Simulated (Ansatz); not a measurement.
Worked example: Si(CH3)2(OH)2 + SbH(CH3)(SiH3) → Si(CH3)(OH)2(SiH3) + SbH(CH3)2

Species: Si(CH3)2(OH)2 (dimethylsilanediol), singlet; SbH(CH3)(SiH3), singlet; Si(CH3)(OH)2(SiH3), singlet; SbH(CH3)2, singlet. The partners trade CH3 for SiH3: Si–CH3 and Sb–SiH3 bonds give way to Si–SiH3 and Sb–CH3.

Shapes, held fixed at every level: PBE0-D4/def2-TZVP. Flexible molecules stand in one conformer, not always the lowest. Programs: Ansatz 0.2.0. Electronic energies: no zero-point or thermal term.

At CCSD(T)/def2-TZVPP; 1 Eh = 2625.50 kJ/mol:

```
           species  energy (Eh)
     Si(CH3)2(OH)2  -520.339369
    SbH(CH3)(SiH3)  -570.881231
Si(CH3)(OH)2(SiH3)  -771.330336
         SbH(CH3)2  -319.862998
```

Q: Work out ΔE of the reaction at this level.

A: 
1. Products less reactants: (-771.330336) + (-319.862998) − [(-520.339369) + (-570.881231)] = 0.027266 Eh = +71.6 kJ/mol.

Other levels give +72.0 (wB97X-V/def2-TZVPP) to +78.6 kJ/mol (wB97M-V/def2-TZVPP). No measured value is set beside it here. For atoms past krypton def2 sets carry core potentials with scalar relativity. Outer-core shells of Sb are correlated, in sets that cover them unevenly.
